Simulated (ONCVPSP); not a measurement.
## phosphorus: one change to an ONCV potential, before and after

| Item | Value |
| --- | --- |
| Element | phosphorus |
| Generator | ONCVPSP 4.0.1 |
| Type | optimised norm-conserving Vanderbilt (ONCV) |
| Functional | LDA (Perdew-Wang 92) |
| Relativity | scalar-relativistic |
| Frozen core | [He] |
| Valence charge | 13 |
| Reference configuration | 2s2 2p6 3s1.75 3p3.25 |
| Partial waves | 2s+3s: rc 0.70 bohr, ncon 3, nbas 8, qcut 19.8 1/bohr, 2 projectors; 2p+3p: rc 1.00 bohr, ncon 4, nbas 7, qcut 14.8 1/bohr, 2 projectors; d scattering state at 0.38 Ha: rc 0.95 bohr, ncon 3, nbas 6, qcut 11 1/bohr, 2 projectors, debl 1.9 Ha |
| Local potential | polynomial inside 0.45 bohr (lpopt 4, dvloc0 6 Ha) |
| Core correction | none |

All-electron outer shells of the reference configuration (LDA (PZ), scalar-relativistic, ld1.x):

```json
{"shell": "1s", "level (eV)": "-2076.46", "outermost node (bohr)": "–", "outermost maximum (bohr)": "0.07"}
{"shell": "2s", "level (eV)": "-173.52", "outermost node (bohr)": "0.14", "outermost maximum (bohr)": "0.42"}
{"shell": "2p", "level (eV)": "-124.89", "outermost node (bohr)": "–", "outermost maximum (bohr)": "0.35"}
{"shell": "3s", "level (eV)": "-14.20", "outermost node (bohr)": "0.66", "outermost maximum (bohr)": "1.56"}
{"shell": "3p", "level (eV)": "-5.75", "outermost node (bohr)": "0.64", "outermost maximum (bohr)": "1.83"}
```

Change: s: qcut 28.4; p: qcut 21.2; d: qcut 15.8.

Cutoffs: the cutoffs (Ha) at which the residual kinetic energy of the hardest occupied pseudo-wave falls to 1 and 0.1 mHa per electron; they do not see the model core or the augmentation charge, which bear on the density cutoff. Errors are all-electron minus pseudo energies relative to the spin-unpolarised reference configuration.

**Question.** How do hardness, ghosts and transferability respond?

**Answer.** The potential gets harder (119 Ha and 144 Ha → 173 Ha and 208 Ha); of the 4 tests that both files solve, the error grows in 0 and shrinks in 2 by more than 15 % and 0.3 meV (median size 1.9 → 1.3 meV); neither file shows a bound ghost.

| quantity | base | changed |
| --- | --- | --- |
| cutoff, loose | 119 Ha | 173 Ha |
| cutoff, tight | 144 Ha | 208 Ha |
| loose cutoff by channel | s 119 Ha, p 86 Ha | s 173 Ha, p 110 Ha |
| bound ghosts | none | none |
| GHOST(+) flags under 300 eV | none | none |
| error for 2s2 2p6 3s2 3p3, meV [ΔE -2.11 eV] | -0.1 | -0.1 |
| error for 2s2 2p6 3s2 3p2, meV [ΔE 7.70 eV] | +0.5 | +0.3 |
| error for 2s2 2p6 3s2 3p1, meV [ΔE 26.95 eV] | +3.3 | +2.4 |
| error for 2s2 2p5 3s2 3p3, meV [ΔE 138.23 eV] | +950 | +626 |
| s: phases at 0.71 bohr within 0.05 rad from the reference energy up to (Ha; the scan ends near 5) | to the end of the scan | to the end of the scan |
| p: phases at 1.02 bohr within 0.05 rad from the reference energy up to (Ha; the scan ends near 5) | to the end of the scan | to the end of the scan |
| d: phases at 0.96 bohr within 0.05 rad from the reference energy up to (Ha; the scan ends near 5) | to the end of the scan | to the end of the scan |
